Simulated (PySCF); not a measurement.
An equivalent PySCF input for Ne⁺ (neon, charge +1), [He] 2s2 2p5, 2P determinant, with the spin-free X2C one-electron Hamiltonian (Gaussian nucleus):

```python
from pyscf import gto, scf, dft, mp, cc
import basis_set_exchange as bse
mol = gto.M(atom="Ne 0 0 0", charge=1, spin=1, symmetry="D2h",
            basis=gto.basis.parse(bse.get_basis("aug-cc-pVDZ-DK", elements=["Ne"], fmt="nwchem", header=False)),
            nucmod="G")
mf = scf.UHF(mol).sfx2c1e()
mf.irrep_nelec = {'Ag': (2, 2), 'B1u': (1, 1), 'B2u': (1, 1), 'B3u': (1, 0)}
mf.kernel()
```

It reaches the same state as the run whose output follows, and the same energy. The run itself started from symmetry-adapted Hartree-Fock orbitals and held the occupation by maximum overlap, so the iterations belong to that start.

```
SCF conv_tol = 1e-09
number electrons alpha = 5  beta = 4
cycle= 1 E= -127.903970528995  delta_E= -0.00332  |g|= 0.0236  |ddm|= 0.029
cycle= 2 E= -127.904087152181  delta_E= -0.000117  |g|= 0.00444  |ddm|= 0.00577
cycle= 3 E= -127.904091877136  delta_E= -4.72e-06  |g|= 0.00016  |ddm|= 0.00162
cycle= 4 E= -127.904091891501  delta_E= -1.44e-08  |g|= 4.88e-05  |ddm|= 0.000243
cycle= 5 E= -127.904091892817  delta_E= -1.32e-09  |g|= 1.37e-05  |ddm|= 9.09e-05
cycle= 6 E= -127.90409189291  delta_E= -9.27e-11  |g|= 2.01e-06  |ddm|= 2.8e-05
converged SCF energy = -127.90409189291  <S^2> = 0.75232034  2S+1 = 2.002319
```
